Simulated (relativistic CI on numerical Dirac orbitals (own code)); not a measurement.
Mn+ in a cubic cluster: 3s photoemission with charge transfer

Computed with a charge-transfer multiplet model of a cubic metal-ligand cluster with up to 2 ligand holes, Slater and spin-orbit integrals from Dirac-Coulomb-Breit ions, Slater integrals scaled by 0.8. The ground state mixes d6 with configurations of k ligand holes L, whose averages lie at kΔ + k(k − 1)U_dd/2; a core hole lowers each added d electron by U_cd. 300 K, Lorentzian 1.4 eV and Gaussian 0.8 eV FWHM.

Atomic integrals in eV (Slater integrals scaled, ζ unscaled), ground: F2dd 7.203, F4dd 4.433, zeta_d 0.031; with the core hole: F2dd 8.355, F4dd 5.195, zeta_d 0.039, G2cd 8.770.

Cluster parameters (eV): Δ = 7.5, U_dd = 5.7, U_cd = 7.1, 10Dq = 0.55, 10Dq(ligand) = 1.5, final-state hopping factor = 1.

| Case | n_d | d6 | d7L | d8L2 | S |
| --- | --- | --- | --- | --- | --- |
| V(eg) = 0.75 eV, V(t2g) = -0.41 eV | 6.02 | 0.98 | 0.02 | 0.00 | 2.00 |
| V(eg) = 1.35 eV, V(t2g) = -0.73 eV | 6.06 | 0.94 | 0.06 | 0.00 | 2.00 |
| V(eg) = 1.65 eV, V(t2g) = -0.89 eV | 6.08 | 0.92 | 0.08 | 0.00 | 2.00 |
| V(eg) = 1.95 eV, V(t2g) = -1.05 eV | 6.11 | 0.89 | 0.11 | 0.00 | 2.00 |
| V(eg) = 2.25 eV, V(t2g) = -1.22 eV | 6.14 | 0.86 | 0.13 | 0.00 | 2.00 |

Weights, n_d and S are thermal averages at 300 K. Binding energies count from the first peak over 30 % of the highest in each spectrum, which can be another peak from case to case. The parameters are a model scan and need not match a compound or its usual spin state. Peaks in eV (height, largest 100):
- V(eg) = 0.75 eV, V(t2g) = -0.41 eV: 0.0 (100), 8.3 (50)
- V(eg) = 1.35 eV, V(t2g) = -0.73 eV: 0.0 (100), 4.0 (16), 8.1 (50), 11.8 (19)
- V(eg) = 1.65 eV, V(t2g) = -0.89 eV: 0.0 (100), 5.5 (18), 8.1 (50), 12.5 (17)
- V(eg) = 1.95 eV, V(t2g) = -1.05 eV: 0.0 (100), 8.1 (50), 13.2 (15)
- V(eg) = 2.25 eV, V(t2g) = -1.22 eV: 0.0 (100), 8.1 (50), 13.8 (14)

For the case V(eg) = 1.35 eV, V(t2g) = -0.73 eV, Δ = 7.5 eV is larger than U_dd = 5.7 eV, the Mott-Hubbard side of the Zaanen-Sawatzky-Allen scheme. With the core hole the average of the configuration with one ligand hole lies at Δ − U_cd = 0.4 eV before mixing: the effective hopping of about 2.1 eV (from the holes of the mixed ground state) is comparable with this gap or larger, so the configurations mix strongly.

Without intra-shell correlation the exchange splitting of the 3s hole comes out too large.
